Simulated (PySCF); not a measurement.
**Ta⁺: excitation energy**

Ta⁺ [Xe] 4f14 5d3 6s1 (5F) → Ta⁺ [Xe] 4f14 5d2 6s2 (3F), as a difference of total energies. All numbers are calculated (PySCF 2.14, a scalar-relativistic core potential, in def2-QZVPPD with the def2 core potential (60 electrons)). Correlated levels: valence: 5s2 5p6 frozen; valence and next inner shell: nothing frozen outside the core potential. The calculations carry no spin-orbit coupling.

| method | excitation energy (cm⁻¹) | error (cm⁻¹) |
| --- | --- | --- |
| UHF | 11874 | +8419 |
| LDA | 6470.6 | +3015 |
| PBE | 8702.6 | +5247 |
| PBE0 | 9409.0 | +5953 |
| r2SCAN | 13448 | +9993 |
| M06 | -1093.5 | -4549 |
| BLYP | 4831.5 | +1376 |
| BP86 | 7718.0 | +4262 |
| M06-L | 3567.2 | +112 |
| MP2 (valence) | 6671.0 | +3216 |
| SCS-MP2 (valence) | 2671.3 | -784 |
| MP2 (valence and next inner shell) | 5512.5 | +2057 |
| SCS-MP2 (valence and next inner shell) | 2697.8 | -758 |

Reference: 3455.5 cm⁻¹ (measured; NIST levels, between the centres of gravity of the two terms).

Errors of the correlated levels include the incompleteness of this basis and the frozen core.
